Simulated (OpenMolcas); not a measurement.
# Pr4+ in a ligand field

Pr4+ with 6 ligands (chloride) in trigonal antiprismatic coordination (D3d) at 2.61 Å, a polar angle of 53.6° against the regular 54.74°. A charge of +0.333 e stands 2.8 Å behind each ligand. Ligand basis ANO-RCC-VDZP.
```
Pr    0.0000    0.0000    0.0000
Cl    0.0000    2.1019    1.5473
Cl   -1.8203   -1.0509    1.5473
Cl    1.8203   -1.0509    1.5473
Cl    0.0000   -2.1019   -1.5473
Cl    1.8203    1.0509   -1.5473
Cl   -1.8203    1.0509   -1.5473
```

```
Program             : OpenMolcas 26.06
Method              : SS-CASPT2, IPEA 0.25 Eh, imaginary shift 0.1 Eh (closed shells correlated: 5s 5p and the ligand valence shells)
Basis               : ANO-RCC-VDZP [7s6p4d2f1g]
Scalar Hamiltonian  : DKH2, point nucleus
Active space        : 1 electron in 7 orbitals (4f)
State averaging     : 2S+1 = 2 odd, 7 roots
Spin-orbit coupling : RASSI with atomic mean-field integrals over the reference wave functions
```

The lowest spin-free states (labels of D3, the rotations of D3d), above the lowest:

```csv
State,Degeneracy,E (cm-1),Free-ion L (%)
2A2,1,0,F (100)
2E,2,640,F (100)
2A1,1,800,F (100)
2A2,1,2260,F (100)
2E,2,2280,F (100)
```

The lowest levels with spin-orbit coupling:

```csv
E (cm-1),Degeneracy,Label,2S+1,J,|mJ| (%),g
0,2,E1/2,2,2.54,1/2 (55),1.21 1.21 1.21
1110,2,E3/2,2,2.58,3/2 (100),0.00 0.00 2.58
1200,2,E1/2,2,2.57,5/2 (54),1.40 1.40 1.75
3040,2,E1/2,2,3.51,1/2 (54),3.10 3.24 3.24
4170,2,E1/2,2,3.43,7/2 (49),1.26 1.26 2.46
4170,2,E3/2,2,3.42,3/2 (100),0.00 0.00 2.80
4930,2,E1/2,2,3.46,5/2 (63),2.51 2.63 2.63
```

Powder χT (cm3 K/mol): 0.139 at 2 K, 0.145 at 10 K, 0.175 at 50 K, 0.212 at 100 K, 0.286 at 200 K, 0.361 at 300 K. The effective moment at 300 K is 2.828 √(χT) = 1.70 μB.

Hund's rules give f1 the level 2F5/2 with g = 0.857, so an isolated free-ion multiplet has χT = g² J(J+1) / 8 = 0.804 cm3 K/mol. The computed 0.361 at 300 K differs by -55 %, through the field's splitting, the mixing of terms and any other multiplet in reach.

Roots that are degenerate in the reference are averaged as groups; the widest CASPT2 spread within a group is 21 cm-1 (the 2-fold group of multiplicity 2 near 2280 cm-1 above the lowest state of its run). Shifts and gaps below about the spread of the groups concerned are not significant. Over all roots computed the reference weight is 0.66; a low but even weight reflects the number of correlated electrons. Splittings of an f shell from a small cluster at a set distance can be off by tens of per cent, mostly too small. No measured value stands beside these numbers; the geometry is a model, was not optimised and need not be the one that this ion takes.
